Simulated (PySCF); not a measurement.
## Ionisation energy of C⁺ by level of theory

C⁺ [He] 2s2 2p1 (2P) → C²⁺ [He] 2s2 (1S), as a difference of total energies. Calculation: PySCF 2.14, in cc-pVTZ-DK (4s3p2d1f, 30 functions); scalar relativity by spin-free X2C-1e. Correlated levels: valence: 1s2 frozen. The calculations carry no spin-orbit coupling.

```json
{"method": "UHF", "ionisation energy (eV)": "24.142", "error (eV)": "-0.236"}
{"method": "MN15", "ionisation energy (eV)": "24.404", "error (eV)": "+0.026"}
{"method": "M06-L", "ionisation energy (eV)": "24.840", "error (eV)": "+0.462"}
{"method": "MP2 (valence)", "ionisation energy (eV)": "24.352", "error (eV)": "-0.026"}
{"method": "SCS-MP2 (valence)", "ionisation energy (eV)": "24.313", "error (eV)": "-0.065"}
{"method": "CCSD (valence)", "ionisation energy (eV)": "24.188", "error (eV)": "-0.190"}
{"method": "CCSD(T) (valence)", "ionisation energy (eV)": "24.219", "error (eV)": "-0.159"}
```

Reference: 24.378 eV (measured; NIST levels, between the centres of gravity of the two terms).

Errors of the correlated levels include the incompleteness of this basis and the frozen core.

The coupled-cluster amplitudes are large for C²⁺ (T1 above 0.03 or a double amplitude above 0.15), so a single reference is strained.
